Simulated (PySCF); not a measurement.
CH8GeOSi, SMILES [SiH3][GeH2][CH2]O.

Coordinates come from a PBE0-D3(BJ)/def2-SVP optimisation. This is a generated structure with no PubChem entry under its InChIKey; it may be hypothetical. One conformer was computed; it need not be the lowest.

Vertical ionisation energy (IE) and electron affinity (EA) in eV. Rows of orbital energies are one-electron estimates. Where ΔSCF, EOM or ADC give a negative EA the extra electron is unbound and the value depends on the basis.

```csv
level,IE,EA
"−ε(HOMO), −ε(LUMO), PBE0/def2-TZVP (PySCF)",7.28,-0.13
"−ε(HOMO), −ε(LUMO), PBE/def2-TZVP (PySCF)",5.92,0.66
```
